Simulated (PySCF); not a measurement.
Stationary points of SiCl₄

Level of theory: PySCF, PBE0, basis Si def2-TZVP, Cl def2-TZVP (no relativity, density fitting).

Relaxations began from a few typed shapes. The search is not exhaustive: other isomers or separated fragments can lie lower, and high-lying points may rest on an excited occupation.

| spin | group | bonds | angles | imaginary modes (cm⁻¹) | ΔE (kJ/mol) | ΔE with ZPE (kJ/mol) |
| --- | --- | --- | --- | --- | --- | --- |
| singlet | Td | Si–Cl 2.022 Å (×4) | Cl–Si–Cl 109.5° (×6) | none | 0.0 | 0.0 |
| singlet | D4h | Si–Cl 2.083 Å (×4) | Cl–Si–Cl 90.0° (×4), Cl–Si–Cl 180.0° (×2) | 128i | 259.3 | – |

The lowest minimum found is the singlet Td: Si–Cl 2.022 Å (×4); Cl–Si–Cl 109.5° (×6).

Counting electrons, silicon keeps none of its valence electrons outside its bonds, so the VSEPR class is AX4 and the expected shape is tetrahedral (Td), as computed.
